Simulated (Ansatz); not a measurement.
Mulliken charges of CH5ISi (`[SiH3]CI`) from r2SCAN/def2-TZVPP in Ansatz (PBE0-D4/def2-TZVP geometry).

```tsv
atom	x (Å)	y (Å)	z (Å)	charge (e)
Si1	-0.822	0.429	-0.187	0.276
C2	0.904	-0.290	-0.031	-0.266
I3	0.962	-1.691	1.587	-0.087
H4	-1.792	-0.660	-0.457	-0.054
H5	-0.844	1.400	-1.317	-0.072
H6	-1.184	1.130	1.069	-0.054
H7	1.655	0.465	0.197	0.129
H8	1.212	-0.841	-0.918	0.129
```

Problem. By hand: the dipole of these point charges (1 e Å = 4.8032 D).

Solution. Σ q r = (0.040, 0.168, -0.213) e Å, of length 0.274 e Å = 1.32 D.

Problem. How does the dipole of the full density compare? (Best estimate.)

Solution. Computed: (0.077, 0.172, -0.232) e Å, 1.44 D; the point charges give 0.92 times that, at 7° from its direction.

Point charges leave out the atoms' own dipoles, such as those of lone pairs, and Mulliken's split depends on the basis, so the close match here is no proof of good charges.
